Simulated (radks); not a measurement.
Species: the tin ion Sn30+. Configuration: [Ar] 4s2 (not the ground configuration).

Method: Dirac Kohn-Sham, BLYP, spin-unpolarised, spherical densities, point nucleus; computed with a radial shooting solver on a logarithmic mesh with Libxc functionals.

Energy parts (hartree):
| part | energy |
|---|---|
| total | -5502.03887 |
| kinetic | 5833.00055 |
| electron-nucleus | -12214.43673 |
| Hartree | 993.16279 |
| exchange-correlation | -113.76548 |

Orbitals (lengths in bohr, moments of r in powers of bohr; r(90%) holds 90 % of the orbital's charge):
orbital  occ.  eigenvalue (hartree)  r(90%)      <r>
1s1/2       2             -1121.959  0.0522  0.02906
2s1/2       2             -216.2101   0.192   0.1240
2p1/2       2             -206.0760   0.171   0.1048
2p3/2       4             -197.4800   0.178   0.1100
3s1/2       2             -77.20979   0.451   0.3100
3p1/2       2             -73.46111   0.441   0.2965
3p3/2       4             -71.46709   0.452   0.3049
3d3/2       0             -65.75347   0.410   0.2674
3d5/2       0             -65.29427   0.413   0.2700
4s1/2       2             -38.37243   0.849   0.6027
4p1/2       0             -36.79559   0.850   0.5976
4p3/2       0             -36.10021   0.866   0.6094

The highest occupied level is 4s1/2 at -1044.2 eV. The configuration is held as typed, so some empty levels lie below it. The density falls to 0.001 e/bohr^3 at r = 1.30 bohr.
